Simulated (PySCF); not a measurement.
# Radial density of Pd⁺ (palladium, charge +1)

UHF, [Kr] 4d8 5s1, high-spin 4F determinant (an excited configuration). Calculation: PySCF 2.14, in ANO-RCC-VTZP (7s6p4d2f1g, 68 functions); scalar relativity by spin-free X2C-1e.

```tsv
r (bohr)	4πr²ρ (e/bohr)	4πr²(ρα − ρβ)
0.0274	57.01	0.0010
0.0461	50.03	-0.0008
0.0776	68.09	0.0383
0.131	64.94	0.1818
0.220	50.53	0.4013
0.369	51.38	0.1070
0.621	15.94	0.4707
1.05	16.03	1.6741
1.76	4.621	1.0610
2.96	0.7063	0.4384
4.97	0.08526	0.0810
8.37	1.413e-05	0.0000
14.1	8.635e-05	0.0001
```

Densities and radii are taken from the X2C orbitals without a picture-change correction, which distorts them close to the nucleus.
